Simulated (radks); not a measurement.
Fractional charge and spin in the 3d shell of germanium: the spin-up occupation runs from 4 to 5 and the spin-down occupation from 4 to 5; the fullest corner is Ge2+, [Ar] 4s2 3d(up 5, down 5). Method: scalar-relativistic Kohn-Sham, PBE, spin-polarised, spherical densities, finite nucleus; Fermi nuclear charge, rms radius of each element as measured or else 0.836 A^(1/3) + 0.57 fm; computed with a radial shooting solver on a logarithmic mesh with Libxc functionals. Energy (eV) minus the two flat planes that join the four corners (they meet along the diagonal where the two added fractions sum to one electron); zero is where a piecewise linear energy would lie.

down \ up,4,4.25,4.5,4.75,5
4,0.000,-2.398,-3.175,-2.364,0.000
4.25,-2.398,-3.086,-2.190,0.256,-2.162
4.5,-3.175,-2.190,0.341,-1.995,-2.857
4.75,-2.364,0.256,-1.995,-2.775,-2.123
5,0.000,-2.162,-2.857,-2.123,0.000

Corners above the fullest one (they belong to Ge3+ and the next ion): (up 5, down 4) 60.403 eV, (up 4, down 5) 60.403 eV, (up 4, down 4) 146.32 eV. With half an added electron in each spin the energy lies 0.341 eV from the planes, and with half an added electron in spin up alone -3.175 eV. The planes are only a guide here: the flat-plane condition holds for ground states with one frontier orbital, while this shell lies below other occupied shells, so the corners above the fullest one are inner-hole states and not the ground states of those ions.
